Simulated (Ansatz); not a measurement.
Ideal-gas functions of CH4O2SSi (`O[SiH2]OC=S`) at 600 K and 1 bar, from an Ansatz frequency run at PBE0-D4/def2-TZVP.

Molar mass 108.19 g/mol, point group C1 (symmetry number 1), electronic degeneracy 1, moments of inertia 40.839, 400.496, 420.133 u Å². Harmonic wavenumbers (cm⁻¹, unscaled): 59, 80, 169, 256, 321, 401, 639, 757, 812, 849, 907, 931, 933, 974, 1059, 1284, 1424, 2271, 2282, 3065, 3923.

Use S(trans) = R[1.5 ln M + 2.5 ln T − 1.1517]; rotational temperatures θ = 24.2544 K / I; S(rot) = R[ln(√π/σ · √(T³/θAθBθC)) + 1.5]; for each mode x = 1.438777 ν̃/T, S = R[x/(eˣ − 1) − ln(1 − e⁻ˣ)] and H = RT x/(eˣ − 1); 1 cm⁻¹ = 0.0119627 kJ/mol; R = 8.31446 J/(mol·K).

Q: By hand: the entropy, in J/(mol·K).

A: Translation 181.8. Rotation: θ = 0.5939, 0.0606, 0.0577 K, giving 122.7. Vibration, mode by mode: 24.58, 22.06, 15.88, 12.50, 10.69, 8.95, 5.53, 4.41, 3.97, 3.71, 3.32, 3.17, 3.16, 2.93, 2.49, 1.63, 1.24, 0.23, 0.23, 0.04, 0.01, in all 130.7. Electronic 0.0. Sum 435.2 J/(mol·K).

Q: By hand: H − E and G − E in kJ/mol, counted from the electronic energy.

A: Zero-point energy ½ × 23396 × 0.0119627 = 139.9; thermal vibration 38.1; translation, rotation and pV give 4 RT = 20.0. H − E = 198.0 kJ/mol, and G − E = 198.0 − 600 × 435.2/1000 = -63.1 kJ/mol.

Vibration gives 30 % of the entropy, 46.6 J/(mol·K) of it from the modes under 150 cm⁻¹: soft modes count most, and the harmonic formula is weakest for them. The sum counts one conformer and one mirror image; others add a mixing term.
